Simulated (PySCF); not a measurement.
Harmonic spectrum computed at PBE0 in the def2-TZVP basis family (core potentials from Rb on, PySCF, no spin–orbit coupling):

```tsv
symmetry	ω (cm⁻¹)	IR (km/mol, summed over degenerate members)
πu	179	31.3
σg+	582	0.0
σu+	657	113
```

Which molecule gave it? In each, all ligands are bound to the one heavy central atom.
A. IrF₂ (quartet)
B. AuF₂ (doublet)
C. HgF₂ (singlet)
D. CdF₂ (singlet)
E. TlF₂ (doublet)

C. It has D∞h symmetry with Hg–F 1.918 Å (×2).
